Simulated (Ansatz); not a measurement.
The cluster Be₅S₄⁺, relaxed as a doublet with UKS PBE-D4/def2-SVP in Ansatz, starting from the GFN2-xTB geometry. Force threshold 0.02 eV/Å.

Another isomer (doublet) lies 1.03 eV lower at PBE0-D4/def2-TZVP; other spin states weren't run for this one.

Start:

```xyz
9

Be   -1.149    0.141    1.797
Be    2.389   -1.154    2.476
Be    2.058   -0.802    0.608
Be   -2.305    0.971   -1.207
Be    0.465    0.180   -2.471
S    -1.290    0.851   -2.802
S     0.584   -0.510    2.202
S    -2.490    0.762    0.656
S     1.738   -0.439   -1.259
```

| step | energy (eV) | largest force component (eV/Å) | SCF passes |
| --- | --- | --- | --- |
| 1 | -45308.5421 | 1.980 | 25 |
| 2 | -45309.3756 | 1.499 | 34 |
| 3 | -45310.0408 | 0.636 | 24 |
| 4 | -45310.2643 | 0.569 | 24 |
| 5 | -45310.4936 | 0.709 | 23 |
| 6 | -45310.6444 | 0.458 | 22 |
| 7 | -45310.7536 | 0.308 | 19 |
| 8 | -45310.8414 | 0.222 | 19 |
| 9 | -45310.8974 | 0.205 | 19 |
| 10 | -45310.9234 | 0.126 | 19 |
| 11 | -45310.9446 | 0.213 | 20 |
| 12 (rejected) | -45310.8836 | 0.872 | 19 |
| 13 | -45310.9534 | 0.028 | 18 |
| 14 | -45310.9551 | 0.018 | 17 |
| 15 | -45310.9561 | 0.023 | 17 |
| 16 | -45310.9564 | 0.007 | 19 |
| 17 | -45310.9568 | 0.014 | 18 |
| 18 | -45310.9569 | 0.006 | 19 |

Force components are those of the run's own axes.

End:

```csv
atom,x (Å),y (Å),z (Å)
Be1,-0.902,-0.067,1.383
Be2,1.666,-0.305,2.885
Be3,1.387,-0.891,-0.025
Be4,-1.791,0.971,-0.799
Be5,0.402,0.186,-2.145
S6,-1.456,0.277,-2.538
S7,0.483,-1.497,1.666
S8,-1.992,1.415,1.072
S9,2.204,-0.089,-1.499
```

By distances, no bond broke or formed, bridged metal pairs apart. The bond that changes most is Be3–S7, from 2.19 to 2.01 Å (atoms count from 1). A close non-bonded pair moves further: Be2–Be3, from 1.93 to 2.98 Å. Metal–metal contacts that move far: Be2–Be3 1.93 to 2.98 Å.

The force fell under the threshold at step 14, but the optimiser went on. No frequencies were taken in this run, so the end may be a saddle point.

Run time 97 s (4 threads of Intel Xeon on a shared host).
